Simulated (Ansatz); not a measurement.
Consider the ligand exchange at the Al–S bond: `[CH3][Al]([OH])[SH]` + CH₃OH → `C[O][Al]([CH3])[OH]` + H₂S.

Gas-phase electronic energies from Ansatz, PBE0-D4/def2-TZVP geometries. CBS: MP2 limit from def2 TZ/QZ plus the TZ coupled-cluster correction, frozen cores. This one scheme is used for every species. DFT in def2-TZVPP. B3LYP here is the variant with VWN-RPA as its local correlation; programs differ in this. HSE06 is defined as in plane-wave codes. Each species was taken in one conformer, which may not be the lowest.

```csv
level,ΔE (kcal/mol),difference from CCSD(T)/CBS
B97M-V,-4.3,-0.2
CAM-B3LYP-D4,-6.4,-2.3
B2PLYP,-5.4,-1.3
revPBE,-2.0,2.1
B3LYP,-5.4,-1.3
HSE06,-2.2,1.9
CCSD(T)/def2-SVP,-6.8,-2.7
SCS-MP2/def2-QZVPP,-5.1,-1.0
HF/CBS(def2),-6.0,-1.9
MP2/CBS(def2),-3.8,0.3
CCSD(T)/CBS,-4.1,0
```

Largest T1 diagnostic among the species: 0.012.

Leaving LDA and LC-ωPBE aside and taking each functional with its dispersion term where it has one, the values, not all of them listed here, spread over 4.1 kcal/mol, from CAM-B3LYP-D4 to HSE06-D4. LDA lies −1.2 kcal/mol from PBE without D4. At CCSD(T), def2-SVP lies −2.7 kcal/mol from the extrapolated value and def2-TZVPP −0.8 kcal/mol.
